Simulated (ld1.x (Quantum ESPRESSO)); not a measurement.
## europium: excitation energies, all-electron against TM

```json
{
  "Element": "europium (Eu)",
  "Generator": "ld1.x (Quantum ESPRESSO) 7.5",
  "Type": "norm-conserving Troullier–Martins (Kleinman–Bylander form)",
  "Functional": "PBEsol",
  "Relativity": "scalar-relativistic",
  "Frozen core": "[Kr] 4d10 4f6",
  "Valence charge": "11",
  "Reference configuration": "5s2 5p6 5d1 6s2 6p0",
  "Partial waves": "5s (bound): rc 1.85 bohr; 5p (bound): rc 1.85 bohr; 5d (bound): rc 2.30 bohr",
  "Local potential": "the d channel",
  "Core correction": "none"
}
```

Occupied shells without a wave of their own: 6s. They enter only through the test configuration that unscreens the potential.

Energies are relative to the spin-unpolarised reference configuration 5s2 5p6 5d1 6s2 6p0; without spin polarisation the order of configurations can differ from experiment.

```tsv
valence configuration	charge	ΔE all-electron (eV)	error AE − PS (meV)
5s2 5p6 5d1 6s1 6p0	+1	6.578	+490
5s2 5p6 5d1 6s0 6p0	+2	18.460	+1282
5s2 5p6 5d0 6s0 6p0	+3	38.195	+1774
5s2 5p6 5d1 6s0 6p2	0	5.774	+1260
5s1 5p6 5d1 6s2 6p0	+1	53.774	-277
```

Task: What are ΔE and the potential's error for 5s2 5p5 5d1 6s2 6p0?

Result: ΔE = 31.633 eV all-electron; the error (AE − PS) is -169 meV.

Task: What are ΔE and the potential's error for 5s2 5p6 5d1 6s0 6p1?

Result: ΔE = 10.086 eV all-electron; the error (AE − PS) is +1359 meV.

Levels in the configuration 5s2 5p6 5d1 6s1 6p0:

| level | all-electron (eV) | pseudo (eV) |
| --- | --- | --- |
| 5s | -54.543 | -54.275 |
| 5p | -32.928 | -32.667 |
| 5d | -8.490 | -8.288 |
| 6s | -9.169 | -8.549 |

ld1.x printed “convergence not achieved” for 6 of the counted tests; their residual had stalled under 1e-8, short of the target of 1e-14. The 6s level has no wave, so the channel is fitted at the deeper level alone: the likely source of the large errors.

Note: ghost state, extra bound levels that the all-electron valence spectrum of the same l lacks: s at -1298.7 eV. A true bound ghost makes a file unfit for plane-wave use. The potential misses its own reference levels by up to 0.4 eV.
